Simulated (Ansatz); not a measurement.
```yaml
crystal:
  periodic: [false, false, false]
  atoms:
    - {symbol: Co, position_ang: [1.684633, -0.988163, -0.502491]}
    - {symbol: Co, position_ang: [-0.300663, 1.695896, 1.046311]}
    - {symbol: Co, position_ang: [0.276155, -0.459871, 1.149843]}
    - {symbol: Co, position_ang: [0.420584, 0.815034, -0.877146]}
    - {symbol: Co, position_ang: [-0.433281, -1.353925, -0.881049]}
    - {symbol: Co, position_ang: [-1.647427, 0.291019, 0.064521]}
basis:
  gaussian: {orbitals: def2-SVP, initial_orbitals: start.molden}
total_charge: 1
magnetization: {spin_polarized: true, initial_magnetization: 11}
hamiltonian: {xc: {name: wB97M-V}}
scf: {omitted_lower_state_checks: [starts]}
output: {orbitals: {seedname: orbitals}}
```

The file start.molden holds the orbitals of an earlier run on this structure, at another level or in another basis.

```sh
$ ansatz run in.yaml --threads 4 --pin off --events-out ev --progress --plain --max-ram 4787MiB
```

Does this run fit into the memory that it is given?

No. It has 186 basis functions, and Ansatz plans for 4.72 GiB where 4.67 GiB are given.
